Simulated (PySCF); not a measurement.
First SCF of a structure search on doublet IH4, at a hand-made tetrahedral geometry. PySCF input:

```python
from pyscf import gto, scf, dft
mol = gto.M(atom='''
I      0.000000     0.000000     0.000000
H      1.347300     0.000000     0.952500
H     -1.347300     0.000000     0.952500
H      0.000000     1.347300    -0.952500
H     -0.000000    -1.347300    -0.952500''',
    basis={'I': 'def2-TZVP', 'H': 'def2-TZVP'},
    ecp={'I': 'def2-TZVP'},
    charge=0, spin=1)
mf = dft.UKS(mol, xc='PBE0')
mf.grids.atom_grid = (50, 194)
aux = {'I': 'def2-universal-JKFIT', 'H': 'def2-universal-JKFIT'}
mf = mf.density_fit(auxbasis=aux)
mf.conv_tol = 1e-08
mf.diis_space = 10
mf.max_cycle = 60
mf.init_guess = 'minao'
mf.verbose = 4
mf.kernel()
```

Excerpt of the output (cycles alone):

```
init E= -257.767026118988
cycle= 1 E= -297.649796223397  delta_E= -39.9  |g|= 2.45  |ddm|= 13.6
cycle= 2 E= -297.640537497852  delta_E= 0.00926  |g|= 2.54  |ddm|=   13
cycle= 3 E= -299.628124869208  delta_E= -1.99  |g|= 0.105  |ddm|= 9.86
cycle= 4 E= -299.622041416571  delta_E= 0.00608  |g|= 0.179  |ddm|= 0.823
cycle= 5 E= -299.637790190166  delta_E= -0.0157  |g|= 0.0184  |ddm|= 0.46
cycle= 6 E= -299.640986168912  delta_E= -0.0032  |g|= 0.0179  |ddm|= 0.35
cycle= 7 E= -299.642600328418  delta_E= -0.00161  |g|= 0.0174  |ddm|= 0.177
cycle= 8 E= -299.648848360551  delta_E= -0.00625  |g|= 0.00927  |ddm|= 0.937
cycle= 9 E= -299.648436552584  delta_E= 0.000412  |g|= 0.0119  |ddm|= 0.192
cycle= 10 E= -299.6494104362  delta_E= -0.000974  |g|= 0.00697  |ddm|= 0.24
cycle= 11 E= -299.649833376785  delta_E= -0.000423  |g|= 0.00526  |ddm|= 0.183
cycle= 12 E= -299.650128315118  delta_E= -0.000295  |g|= 0.00333  |ddm|= 0.297
cycle= 13 E= -299.650133038848  delta_E= -4.72e-06  |g|= 0.00119  |ddm|= 0.0295
cycle= 14 E= -299.650136865615  delta_E= -3.83e-06  |g|= 0.00045  |ddm|= 0.0223
cycle= 15 E= -299.650137237706  delta_E= -3.72e-07  |g|= 0.000285  |ddm|= 0.0128
cycle= 16 E= -299.650137990128  delta_E= -7.52e-07  |g|= 0.000112  |ddm|= 0.0137
cycle= 17 E= -299.650137999871  delta_E= -9.74e-09  |g|= 1.86e-05  |ddm|= 0.000764
Extra cycle  E= -299.650138001147  delta_E= -1.28e-09  |g|= 9.95e-06  |ddm|= 0.000202
converged SCF energy = -299.650138001147  <S^2> = 1.6409988  2S+1 = 2.7502718
```

No lower solution of this spin was found by a stability analysis within the unrestricted form.

With an element this heavy the missing spin–orbit coupling can shift these numbers.

The search for the lowest solution, with the stability check, took 4.4 s on 2 threads of a shared Intel Xeon Platinum 8488C (Sapphire Rapids) host, with 74 basis functions; the process peaked at 0.35 GiB.
